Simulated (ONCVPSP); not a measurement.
## Ranking ONCV potentials for tungsten (W)

All share these settings but for the change named:

```json
{
 "Element": "tungsten",
 "Generator": "ONCVPSP 4.0.1",
 "Type": "optimised norm-conserving Vanderbilt (ONCV)",
 "Functional": "PBEsol",
 "Relativity": "scalar-relativistic",
 "Frozen core": "[Kr] 4d10 4f14",
 "Valence charge": "14",
 "Reference configuration": "5s2 5p6 5d5 6s1",
 "Partial waves": "5s+6s: rc 1.80 bohr, ncon 4, nbas 7, qcut 6 1/bohr, 2 projectors; 5p: rc 1.45 bohr, ncon 3, nbas 8, qcut 8.8 1/bohr, 3 projectors, debl 3.6 Ha; 5d: rc 1.75 bohr, ncon 4, nbas 8, qcut 5.8 1/bohr, 3 projectors, debl 3.7 Ha",
 "Local potential": "polynomial inside 1.40 bohr (lpopt 5, dvloc0 0 Ha)",
 "Core correction": "Teter function fitted to the true core (icmod 2), fcfact 0.55"
}
```

Test errors are all-electron minus pseudo excitation energies from the reference, over 5s2 5p6 5d4 6s2; 5s2 5p6 5d4 6s1; 5s2 5p6 5d4 6s0; 5s2 5p6 5d4 6s1 6p1. None of these files shows a bound ghost.

The base gives 4.2 meV.

Of 11 variants that were run, those that failed, showed a ghost or another fault, or gave nearly equal values are left out.

A variant can come out equal or close to the base, since the largest error may sit in a test that the change hardly touches while other tests move.

Task: Rank these variants by their largest absolute test error, smallest first.
A. s: nproj 3
B. core correction Teter function, fcfact 5.5, rcfact 1.65
C. functional PBE
D. all radii but the core radius scaled by about 1.18 (s 2.12, p 1.72, d 2.06 bohr); local potential polynomial inside 1.66 bohr (lpopt 5, dvloc0 0 Ha)

Result: C (1.7 meV), A (4.3 meV), D (5.3 meV), B (8.6 meV).
